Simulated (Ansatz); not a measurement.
One change: `OBCO` becomes `CB(O)CO`.

Ansatz, PBE0-D4/def2-TZVP geometries, multiplicity 1. Each molecule was computed in one conformer, which needn't be the lowest.

| property | `OBCO` |
| --- | --- |
| HOMO energy (ωB97M-V/def2-TZVPP) / eV | -10.11 |
| HOMO–LUMO gap (ωB97M-V/def2-TZVPP) / eV | 11.91 |
| size of the dipole moment (PBE/def2-TZVPP) / D | 2.86 |
| HOMO–LUMO gap (PBE/def2-TZVPP) / eV | 4.88 |
| HOMO energy (PBE/def2-TZVPP) / eV | -5.99 |
| LUMO energy (PBE/def2-TZVPP) / eV | -1.11 |

(1) Give the same properties after the change, and the shifts. (Best estimate.)

Answers

(1) Computed: 
```json
{"property": "HOMO energy (ωB97M-V/def2-TZVPP) / eV", "`CB(O)CO`": "-9.80", "shift": "0.31"}
{"property": "HOMO–LUMO gap (ωB97M-V/def2-TZVPP) / eV", "`CB(O)CO`": "11.57", "shift": "-0.34"}
{"property": "size of the dipole moment (PBE/def2-TZVPP) / D", "`CB(O)CO`": "2.68", "shift": "-0.18"}
{"property": "HOMO–LUMO gap (PBE/def2-TZVPP) / eV", "`CB(O)CO`": "5.14", "shift": "0.26"}
{"property": "HOMO energy (PBE/def2-TZVPP) / eV", "`CB(O)CO`": "-5.75", "shift": "0.24"}
{"property": "LUMO energy (PBE/def2-TZVPP) / eV", "`CB(O)CO`": "-0.61", "shift": "0.50"}
```

With PBE0 the HOMO rises by 0.29 eV and the LUMO rises by 0.51 eV, so the gap widens by about 0.22 eV. PBE moves the HOMO by 0.24 eV and ωB97M-V by 0.31 eV. Dipoles are sizes alone; their direction can turn.
